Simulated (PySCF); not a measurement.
Species: (Cl3Si)2Se.
Cartesian coordinates in Å at the PBE0-D3(BJ)/def2-SVP level; atoms count from 1:
```
atom  x, y, z in Å
Si1    0.9639   -1.2730    0.6992
Cl2    0.7864    0.0214    2.2697
Cl3    2.7405   -0.9230   -0.2406
Cl4    0.9578   -3.1928    1.3928
Se5   -0.7859   -1.1526   -0.7359
Si6   -1.0473    1.0979   -0.8016
Cl7    0.7343    2.0863   -0.9523
Cl8   -2.1619    1.4446   -2.4759
Cl9   -2.0551    1.8218    0.8190
```

The calculation used PBE0-D3(BJ)/def2-SVP geometry optimisation, gas phase in PySCF 2.14.0.

Masses are those of the commonest isotopes; rigid-rotor values at the optimised geometry. 

**Question.** What are A, B and C (MHz)?

**Answer.** Ia = 844.75, Ib = 1784.17, Ic = 1862.42 u·Å²; 505379 MHz·u·Å²/I gives A = 598.3, B = 283.3, C = 271.4 MHz.

**Question.** Classify the top.

**Answer.** A near-prolate asymmetric top. Ray's parameter κ = (2B − A − C)/(A − C) = -0.927; −1 is the prolate and +1 the oblate limit.

**Question.** Is it planar, by Δ = Ic − Ia − Ib?

**Answer.** Not planar: Δ = Ic − Ia − Ib = -766.50 u·Å². For a rigid frame Δ = −2 Σ m c², so Σ m c² = 383.25 u·Å² lies off the ab plane. The atom farthest from that plane is 1.87 Å away.

**Question.** Predict some low-J microwave lines.

**Answer.** The dipole components are |μa| = 0.00 D, |μb| = 0.25 D, |μc| = 0.00 D; the symmetry axis of this C2 structure is b, so μa and μc vanish by symmetry and there are no a-type or c-type lines. Some lines, for components of 0.1 D or more:

| type | branch | J(Ka,Kc) | MHz | lower level (cm⁻¹) |
| --- | --- | --- | --- | --- |
| b | Q | 1(1,0) ← 1(0,1) | 327 | 0.018 |
| b | Q | 2(1,1) ← 2(0,2) | 339 | 0.055 |
| b | R | 2(0,2) ← 1(1,1) | 794 | 0.029 |
| b | R | 1(1,1) ← 0(0,0) | 870 | 0.000 |
| b | Q | 2(2,0) ← 2(1,1) | 945 | 0.067 |
| b | Q | 2(2,1) ← 2(1,2) | 981 | 0.066 |
| b | R | 2(1,2) ← 1(0,1) | 1412 | 0.018 |
| b | R | 2(2,1) ← 1(1,0) | 2066 | 0.029 |
| b | R | 2(2,0) ← 1(1,1) | 2078 | 0.029 |

**Question.** Estimate the classical rotational partition function at 10 K, 100 K and 500 K.

**Answer.** Point group C2, symmetry number σ = 2; q = (√π/σ)·√((kT/h)³/(ABC)), k/h = 20836.6 MHz/K: 12400 at 10 K, 393000 at 100 K, 4390000 at 500 K.

Stationary, but not proved a minimum. These are rigid-rotor constants of the computed structure; measured ground-state constants (B0) also hold zero-point vibration. Quadrupole hyperfine structure (35Cl) is left out.
